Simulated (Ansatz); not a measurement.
The cluster Ge5H3: single points at one geometry.

```yaml
crystal:
  periodic: [false, false, false]
  atoms:
    - {symbol: Ge, position_ang: [1.225516, 1.168246, 1.268531]}
    - {symbol: Ge, position_ang: [1.292191, 0.114664, -1.430960]}
    - {symbol: Ge, position_ang: [0.793163, -1.202380, 0.667124]}
    - {symbol: Ge, position_ang: [-1.551013, -1.480804, 0.082969]}
    - {symbol: Ge, position_ang: [-0.972228, 0.933287, 0.112401]}
    - {symbol: H, position_ang: [-2.467177, -1.863904, 1.293941]}
    - {symbol: H, position_ang: [1.956589, 1.380193, -0.478999]}
    - {symbol: H, position_ang: [-0.277041, 0.950698, -1.515017]}
basis:
  gaussian: {orbitals: def2-TZVPD, initial_orbitals: start.molden}
magnetization: {spin_polarized: true, initial_magnetization: 1}
hamiltonian: {xc: pbe, dispersion: d4}
scf: {omitted_lower_state_checks: [starts]}
output: {orbitals: {seedname: orbitals}}
```

The file start.molden holds the orbitals of an earlier run on this structure, at another level or in another basis.

```sh
$ ansatz run in.yaml --threads 4 --pin off --events-out ev --progress --plain --max-ram 4787MiB
```

It prints (some lines left out):

```
Functional definition: PBE
2018 factors; their error is unknown
mean field evaluation 1: about -282598.4076 eV, gradient 1.6e1 eV
mean field evaluation 2: about -282598.6969 eV, gradient 4.1e-1 eV
mean field evaluation 4: about -282598.6763 eV, gradient 3.2e-2 eV
mean field -282598.67635367 eV, -10385.3098037346 hartree, gradient 4.9e-5 eV, S^2 0.754194; 0 other end points of the search recorded, 0 dependent functions left out
reference -282598.67640059 eV, -10385.3098054589 hartree; 82, 81 occupied and 215, 216 virtual orbitals, 2018 factors
Total energy: -282599.07828417 eV, -10385.3245744081 hartree
Checks for a lower state left out: starts
```

It took 20 s on 4 threads of Intel Xeon on a shared host, peak host memory 0.86 GiB.

As the first input, with `gaussian: {orbitals: def2-TZVP, initial_orbitals: start.molden}`, `hamiltonian: {xc: pbe}`, `correlation: {method: rpa}` and without the key `output` (abridged; 22 s):

```
Functional definition: PBE
mean field -282598.62163134 eV, -10385.3077927260 hartree, gradient 8.2e-6 eV, S^2 0.754122
45 core orbitals not correlated: weight in the atoms' cores, before any rotation towards them, 1.000 or more for the frozen orbitals, at most 0.000 for the correlated occupied ones
Total energy: -282461.63550297 eV, -10380.2736453610 hartree
Checks for a lower state left out: starts
```

As the first input, with `gaussian: {orbitals: 6-31G}`, `hamiltonian: {xc: hf}` (abridged; 29 s):

```
Functional definition: HF
mean field evaluation 16: about -282367.4518 eV, gradient 1.0e-1 eV
mean field evaluation 32: about -282367.4540 eV, gradient 8.8e-2 eV
mean field -282367.45417081 eV, -10376.8125452427 hartree, gradient 5.8e-6 eV, S^2 0.811285
Total energy: -282367.45417081 eV, -10376.8125452427 hartree
Checks for a lower state left out: starts
```

First input, but with `gaussian: {orbitals: def2-TZVP, initial_orbitals: start.molden}`, `hamiltonian: {xc: {name: r2SCAN0}, dispersion: d4}` (abridged; 46 s):

```
Functional definition: r2SCAN0
mean field -282636.95951003 eV, -10386.7166837818 hartree, gradient 1.9e-5 eV, S^2 0.767896
Total energy: -282637.06175993 eV, -10386.7204413963 hartree
Checks for a lower state left out: starts
```

As the first input, with `gaussian: {orbitals: def2-TZVP, initial_orbitals: start.molden}`, `correlation: {method: mp2}` and without the key `hamiltonian` (abridged; 52 s):

```
Functional definition: HF
mean field -282414.90750935 eV, -10378.5564232690 hartree, gradient 3.0e-6 eV, S^2 0.794713
45 core orbitals not correlated: weight in the atoms' cores, before any rotation towards them, 1.000 or more for the frozen orbitals, at most 0.000 for the correlated occupied ones
second order -33.79001302 eV of doubles, -0.00000000 eV of singles
Total energy: -282448.69752237 eV, -10379.7981833438 hartree
Checks for a lower state left out: starts
```

The first input with `gaussian: {orbitals: 6-31G}`, `hamiltonian: {xc: {name: B3LYP}, dispersion: d4}` (abridged; 14 s):

```
Functional definition: B3LYP
mean field evaluation 16: about -282598.0635 eV, gradient 2.6e-4 eV
mean field -282598.06352309 eV, -10385.2872826264 hartree, gradient 3.1e-5 eV, S^2 0.755239
Total energy: -282598.73637262 eV, -10385.3120093905 hartree
Checks for a lower state left out: starts
```

Geometry: PBE0-D4/def2-SVP.

The 6-31G sets use Cartesian d functions. B3LYP takes the VWN-RPA correlation. Correlated methods freeze 45 core orbitals; core or outer-core shells of Ge are correlated, in sets that lack core-valence functions. The structure comes from a short search, and lower isomers may exist.
